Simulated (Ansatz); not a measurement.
Input file for Ansatz (an electronic-structure program): U-PBE0/def2-TZVPP on HfSi, 2S+1 = 3, a spin state set in the input, which need not be the lowest. Elements past Kr take the def2 small-core potentials; no spin–orbit coupling.

Ansatz 0.2 input:
```yaml
crystal:
  periodic: [false, false, false]
  atoms:
    - {symbol: Hf, position_ang: [0.00000000, 0.00000000, 0.00000000]}
    - {symbol: Si, position_ang: [0.00000000, 0.00000000, 2.71700000]}
basis:
  gaussian:
    orbitals: def2-TZVPP
hamiltonian:
  xc: {name: PBE0}
magnetization: {spin_polarized: true, initial_magnetization: 2}
relax: {f_tol: 0.002, max_steps: 120}
```

The log:

```
WARN ansatz: RAYON_NUM_THREADS=2 ignored (pool sized by the plan → 2); use --threads N
Functional definition: PBE0
integrals: 0.03 GiB planned
695 factors; their error is unknown
mean field: 0.35 GiB planned
mean field evaluation 1: about -9169.5891 eV, gradient 2.4e1 eV
mean field evaluation 2: about -9080.3234 eV, gradient 9.5e1 eV
mean field evaluation 4: about -9174.8377 eV, gradient 3.5e0 eV
mean field evaluation 8: about -9175.0104 eV, gradient 3.9e-1 eV
mean field evaluation 16: about -9175.1581 eV, gradient 1.2e-1 eV
mean field evaluation 32: about -9175.2460 eV, gradient 4.9e-4 eV
mean field evaluation 64: about -9174.1044 eV, gradient 9.9e0 eV
mean field evaluation 96: about -9175.0199 eV, gradient 4.6e-4 eV
mean field evaluation 128: about -9043.4153 eV, gradient 1.0e2 eV
mean field evaluation 160: about -9175.1591 eV, gradient 9.0e-3 eV
mean field evaluation 192: about -9175.1591 eV, gradient 8.1e-3 eV
mean field evaluation 224: about -9175.0194 eV, gradient 3.2e-2 eV
mean field evaluation 256: about -9175.0199 eV, gradient 1.6e-5 eV
mean field evaluation 288: about -9175.1591 eV, gradient 8.9e-6 eV
mean field evaluation 320: about -9174.9913 eV, gradient 2.2e-1 eV
mean field evaluation 352: about -9175.0186 eV, gradient 1.9e-1 eV
mean field -9175.24604824 eV, -337.1840730678 hartree, gradient 2.6e-6 eV, S^2 2.771684; 19 other end points of the search recorded, 0 dependent functions left out
the calculation of the forces begins
reference -9175.24607042 eV, -337.1840738827 hartree; 14, 12 occupied and 84, 86 virtual orbitals, 695 factors
relax step   1: F+E_penalty+E_count = -9175.24604824 eV  Δ(F+E_penalty+E_count) = +0.000e0 eV  max|allowed force component| = 1.606e0 eV/Å  Δτ_max = 0.0000 Å  (882 SCF iters, accepted)
these checks for a lower state are left out or cut short: starts, cluster_reference, orbital_swaps, neighbouring_geometries, increment
integrals: 0.03 GiB planned
695 factors; their error is unknown
mean field: 0.35 GiB planned
mean field evaluation 384: about -9175.4417 eV, gradient 3.2e-1 eV
mean field -9175.50827702 eV, -337.1937097975 hartree, gradient 7.5e-8 eV, S^2 2.215239; 1 other end points of the search recorded, 0 dependent functions left out
the calculation of the forces begins
reference -9175.50829970 eV, -337.1937106309 hartree; 14, 12 occupied and 84, 86 virtual orbitals, 695 factors
relax step   2: F+E_penalty+E_count = -9175.50827702 eV  Δ(F+E_penalty+E_count) = -2.622e-1 eV  max|allowed force component| = 9.232e-1 eV/Å  Δτ_max = 0.1175 Å  (242 SCF iters, accepted)
these checks for a lower state are left out or cut short: starts, cluster_reference, orbital_swaps, neighbouring_geometries, increment
integrals: 0.03 GiB planned
695 factors; their error is unknown
mean field: 0.35 GiB planned
mean field evaluation 416: about -9175.5299 eV, gradient 2.2e-5 eV
mean field -9175.52989611 eV, -337.1945042845 hartree, gradient 8.7e-6 eV, S^2 2.123461; 0 other end points of the search recorded, 0 dependent functions left out
the calculation of the forces begins
reference -9175.52991852 eV, -337.1945051079 hartree; 14, 12 occupied and 84, 86 virtual orbitals, 695 factors
relax step   3: F+E_penalty+E_count = -9175.52989611 eV  Δ(F+E_penalty+E_count) = -2.162e-2 eV  max|allowed force component| = 7.954e-1 eV/Å  Δτ_max = 0.0675 Å  (74 SCF iters, accepted)
these checks for a lower state are left out or cut short: starts, cluster_reference, orbital_swaps, neighbouring_geometries, increment
integrals: 0.03 GiB planned
695 factors; their error is unknown
mean field: 0.35 GiB planned
mean field -9175.54979795 eV, -337.1952356638 hartree, gradient 7.9e-6 eV, S^2 2.140692; 0 other end points of the search recorded, 0 dependent functions left out
the calculation of the forces begins
reference -9175.54982044 eV, -337.1952364901 hartree; 14, 12 occupied and 84, 86 virtual orbitals, 695 factors
relax step   4: F+E_penalty+E_count = -9175.54979795 eV  Δ(F+E_penalty+E_count) = -1.990e-2 eV  max|allowed force component| = 2.026e-2 eV/Å  Δτ_max = 0.0252 Å  (72 SCF iters, accepted)
these checks for a lower state are left out or cut short: starts, cluster_reference, orbital_swaps, neighbouring_geometries, increment
integrals: 0.03 GiB planned
695 factors; their error is unknown
mean field: 0.35 GiB planned
mean field -9175.54981281 eV, -337.1952362099 hartree, gradient 7.4e-6 eV, S^2 2.141358; 0 other end points of the search recorded, 0 dependent functions left out
the calculation of the forces begins
reference -9175.54983530 eV, -337.1952370363 hartree; 14, 12 occupied and 84, 86 virtual orbitals, 695 factors
relax step   5: F+E_penalty+E_count = -9175.54981281 eV  Δ(F+E_penalty+E_count) = -1.486e-5 eV  max|allowed force component| = 2.043e-4 eV/Å  Δτ_max = 0.0007 Å  (73 SCF iters, accepted)
integrals: 0.03 GiB planned
695 factors; their error is unknown
mean field: 0.35 GiB planned
mean field evaluation 448: about -9175.0430 eV, gradient 7.7e0 eV
mean field evaluation 480: about -9175.3404 eV, gradient 2.8e0 eV
mean field -9175.54981281 eV, -337.1952362099 hartree, gradient 7.4e-6 eV, S^2 2.141358; 6 other end points of the search recorded, 0 dependent functions left out
the calculation of the forces begins
reference -9175.54983530 eV, -337.1952370363 hartree; 14, 12 occupied and 84, 86 virtual orbitals, 695 factors
Total energy: -9175.54983530 eV, -337.1952370363 hartree
Atom 0 at     0.000000    -0.000000     0.159091 Å, force    -0.000000    -0.000000    -0.000204 eV/Å
Atom 1 at    -0.000000     0.000000     2.557909 Å, force     0.000000     0.000000     0.000204 eV/Å
Dipole moment:    -0.000000    -0.000000    -0.663291 e Å
```

The calculation finished and met its thresholds. Its determinant has ⟨S²⟩ = 2.14, a mixture of spin states.

Cost: about 110 core-seconds (a rough figure).
